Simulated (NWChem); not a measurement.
System: CH3F3Si; SMILES FC(F)(F)[SiH3]

Excerpt of the output:

```
             Northwest Computational Chemistry Package (NWChem) 7.3.0
             --------------------------------------------------------

                             Geometry "geometry" -> ""
                             -------------------------

 Output coordinates in angstroms (scale by  1.889725989 to convert to a.u.)

  No.       Tag          Charge          X              Y              Z
 ---- ---------------- ---------- -------------- -------------- --------------
    1 Si                  14.0000     0.00000000     0.00000000    -1.49794400
    2 C                    6.0000     0.00000000     0.00000000     0.44494400
    3 F                    9.0000     0.99976100     0.77367000     0.94347600
    4 F                    9.0000     0.17013800    -1.25265400     0.94347600
    5 F                    9.0000    -1.16989900     0.47898300     0.94347600
    6 H                    1.0000    -0.18779000     1.41423400    -1.95727000
    7 H                    1.0000    -1.13086800    -0.86974800    -1.95727000
    8 H                    1.0000     1.31865800    -0.54448600    -1.95727000

 Effective nuclear repulsion energy (a.u.)     248.8685811875

  pbe96 is a nonlocal functional; adding pw91lda local functional.

                                 NWChem DFT Module
                                 -----------------

 Summary of "ao basis" -> "ao basis" (spherical)
 ------------------------------------------------------------------------------
       Tag                 Description            Shells   Functions and Types
 ---------------- ------------------------------  ------  ---------------------
 Si                         def2-svp                 8       18   4s3p1d
 C                          def2-svp                 6       14   3s2p1d
 F                          def2-svp                 6       14   3s2p1d
 H                          def2-svp                 3        5   2s1p

 in cosmo_initialize ...
 calling solv_data for solv:propnol2

 solvent parameters
 solvname_short: propnol2
 solvname_long:  2-propanol
 dielec:       19.2640
 dielecinf:     1.8978
 nonaqueous SMD model solvent descriptors
 dielec:       19.2640
 sola:          0.3300
 solb:          0.5600
 solc:          0.0000
 solg:         30.1300
 solh:          0.0000
 soln:          1.3776

          ---------------
          -cosmo- solvent
          ---------------
 Cosmo: York-Karplus, doi: 10.1021/jp992097l
 dielectric constant -eps-     =  19.26
 screen = (eps-1)/(eps    )    =   0.94809
 surface charge correction     = lagrangian

   van der Waals surface
 --------------------------

 ---------- ATOMIC COORDINATES (A.U.) ------------ VDWR(ANG.) --
     1    0.00000000    0.00000000   -2.83070371     2.470
     2    0.00000000    0.00000000    0.84082224     1.850
     3    1.88927434    1.46202431    1.78291112     1.730
     4    0.32151420   -2.36717282    1.78291112     1.730
     5   -2.21078854    0.90514662    1.78291112     1.730
     6   -0.35487164    2.67251474   -3.69870399     1.200
     7   -2.13703065   -1.64358540   -3.69870399     1.200
     8    2.49190229   -1.02892934   -3.69870399     1.200
 number of segments per atom =        128
 number of   points per atom =        128
 atom (   nspa,  nppa )
 ----------------------
    1 (     92,     0 )       0
    2 (      6,     0 )       0
    3 (     72,     0 )       0
    4 (     75,     0 )       0
    5 (     71,     0 )       0
    6 (     30,     0 )       0
    7 (     33,     0 )       0
    8 (     35,     0 )       0
 number of -cosmo- surface points =      414
 molecular surface =    120.293 angstrom**2
 molecular volume  =    103.710 angstrom**3
 -lineq- algorithm             =   0
 -bem- low  level              =   3
 -bem- from -octahedral-
 gaussian surface charge width =   4.50000
 degree of switching           =   1.00000
 switching function tolerance  =   0.00010
 atomic radii =
 --------------
    1 14.000  2.470
    2  6.000  1.850
    3  9.000  1.730
    4  9.000  1.730
    5  9.000  1.730
    6  1.000  1.200
    7  1.000  1.200
    8  1.000  1.200
 ...... end of -cosmo- initialization ......

 nat:                     8
 ixmem:                  3618
 calling mnsol_interface()
 G(SMD-CDS) energy (kcal/mol)  =     0.725
 SMD-CDS SASA (angstrom**2)    =   135.580

[...]

                                COSMO-SMD solvation results
                                ---------------------------

             internal energy in gas <Psi(g)|H|Psi(g)> =      -628.088209693424
         internal energy in solvent <Psi(s)|H|Psi(s)> =      -628.087954751824
                               delta internal energy  =         0.000254941600 (    0.16 kcal/mol)
   total free energy in solvent <Psi(s)|H+V/2|Psi(s)> =      -628.090413527834
 polarization energy contribution <Psi(s)|V/2|Psi(s)> =        -0.002458776011 (   -1.54 kcal/mol)
    total free energy in solvent including G(SMD-CDS) =      -628.089258542244
                       G(SMD-CDS) energy contribution =         0.001154985590 (    0.72 kcal/mol)
     1 M fixed-concentration free energy of solvation =        -0.001048848821 (   -0.66 kcal/mol)

                       DFT Final Molecular Orbital Analysis
                       ------------------------------------

 Vector   23  Occ=2.000000D+00  E=-3.176442D-01
              MO Center= -2.3D-02, -4.3D-01, -1.6D+00, r^2= 2.6D+00
   Bfn.  Coefficient  Atom+Function         Bfn.  Coefficient  Atom+Function
  ----- ------------  ---------------      ----- ------------  ---------------
    80      0.336817  7 H  s                 85     -0.302603  8 H  s
     8     -0.295243  1 Si px                11     -0.195976  1 Si px
    81      0.174956  7 H  s                  5      0.165259  1 Si px
    86     -0.157214  8 H  s                 38      0.117544  3 F  pz
    66     -0.106117  5 F  pz                41     -0.081686  3 F  pz

 Vector   24  Occ=2.000000D+00  E=-3.176139D-01
              MO Center=  2.3D-02,  4.3D-01, -1.6D+00, r^2= 2.6D+00
   Bfn.  Coefficient  Atom+Function         Bfn.  Coefficient  Atom+Function
  ----- ------------  ---------------      ----- ------------  ---------------
    75      0.369203  6 H  s                  9      0.295286  1 Si py
    85     -0.214289  8 H  s                 12      0.195959  1 Si py
    76      0.191726  6 H  s                  6     -0.165274  1 Si py
    80     -0.154895  7 H  s                 52      0.129056  4 F  pz
    86     -0.111235  8 H  s                 55     -0.089681  4 F  pz

 Vector   25  Occ=2.000000D+00  E=-2.870212D-01
              MO Center=  3.6D-05, -4.0D-05, -2.3D-02, r^2= 2.7D+00
   Bfn.  Coefficient  Atom+Function         Bfn.  Coefficient  Atom+Function
  ----- ------------  ---------------      ----- ------------  ---------------
    24      0.326514  2 C  pz                21     -0.300925  2 C  s
    10     -0.283258  1 Si pz                38      0.283765  3 F  pz
    52      0.283705  4 F  pz                66      0.283637  5 F  pz
    41     -0.201171  3 F  pz                55     -0.201139  4 F  pz
    69     -0.201088  5 F  pz                20     -0.170941  2 C  s

 Vector   26  Occ=0.000000D+00  E=-2.578318D-03
              MO Center= -4.8D-04, -9.8D-05, -1.7D+00, r^2= 3.2D+00
   Bfn.  Coefficient  Atom+Function         Bfn.  Coefficient  Atom+Function
  ----- ------------  ---------------      ----- ------------  ---------------
    13      1.371332  1 Si pz                21     -0.941066  2 C  s
    27      0.513328  2 C  pz                 4      0.298286  1 Si s
    86      0.292268  8 H  s                 76      0.290003  6 H  s
    81      0.288466  7 H  s                 24      0.257762  2 C  pz
    10      0.241166  1 Si pz                20     -0.189804  2 C  s

 Vector   27  Occ=0.000000D+00  E= 1.142639D-02
              MO Center= -3.1D-02,  1.8D-02, -1.1D+00, r^2= 3.6D+00
   Bfn.  Coefficient  Atom+Function         Bfn.  Coefficient  Atom+Function
  ----- ------------  ---------------      ----- ------------  ---------------
    11      1.116717  1 Si px                86     -1.003270  8 H  s
    81      0.563811  7 H  s                 76      0.441297  6 H  s
    12     -0.371606  1 Si py                 8      0.230646  1 Si px
    22      0.226008  2 C  px                85     -0.214929  8 H  s
    25      0.179648  2 C  px                63      0.169495  5 F  s

 Vector   28  Occ=0.000000D+00  E= 1.144558D-02
              MO Center=  3.1D-02, -1.9D-02, -1.1D+00, r^2= 3.6D+00
   Bfn.  Coefficient  Atom+Function         Bfn.  Coefficient  Atom+Function
  ----- ------------  ---------------      ----- ------------  ---------------
    12      1.116818  1 Si py                76     -0.904323  6 H  s
    81      0.834558  7 H  s                 11      0.371376  1 Si px
     9      0.230715  1 Si py                23      0.226011  2 C  py
    75     -0.193644  6 H  s                 26      0.179463  2 C  py
    80      0.178821  7 H  s                 49      0.152298  4 F  s

     Multipole analysis of the density
     ---------------------------------

     L   x y z        total         alpha         beta         nuclear
     -   - - -        -----         -----         ----         -------
     0   0 0 0     -0.000000    -25.000000    -25.000000     50.000000

     1   1 0 0      0.000904      0.000452      0.000452      0.000000
     1   0 1 0      0.000620      0.000318      0.000318     -0.000017
     1   0 0 1     -0.804261     -1.630916     -1.630916      2.457570

     2   2 0 0    -26.801598    -57.373422    -57.373422     87.945245
     2   1 1 0     -0.000415     -0.000197     -0.000197     -0.000021
     2   1 0 1     -0.000933     -0.000467     -0.000467      0.000000
     2   0 2 0    -26.799584    -57.372401    -57.372401     87.945217
     2   0 1 1     -0.000517     -0.000243     -0.000243     -0.000030
     2   0 0 2    -25.272695   -134.281518   -134.281518    243.290340
```

Level: PBE/def2-SVP, SMD on the gas-phase geometry. The geometry was optimised at PBE-D3(BJ)/def2-SVP. Solvent: 2-propanol.

Q: Reconstruct the input file.

A: One answer among several that fit: the input that was run:
```
start job
memory heap 200 mb stack 900 mb global 1100 mb
geometry units angstroms noautosym nocenter noautoz
  Si     0.000000     0.000000    -1.497944
  C      0.000000     0.000000     0.444944
  F      0.999761     0.773670     0.943476
  F      0.170138    -1.252654     0.943476
  F     -1.169899     0.478983     0.943476
  H     -0.187790     1.414234    -1.957270
  H     -1.130868    -0.869748    -1.957270
  H      1.318658    -0.544486    -1.957270
end
basis spherical
  Si library def2-svp
  C library def2-svp
  F library def2-svp
  H library def2-svp
end
dft
  xc xpbe96 cpbe96
  iterations 150
end
cosmo
  do_cosmo_smd true
  solvent propnol2
end
task dft energy
```
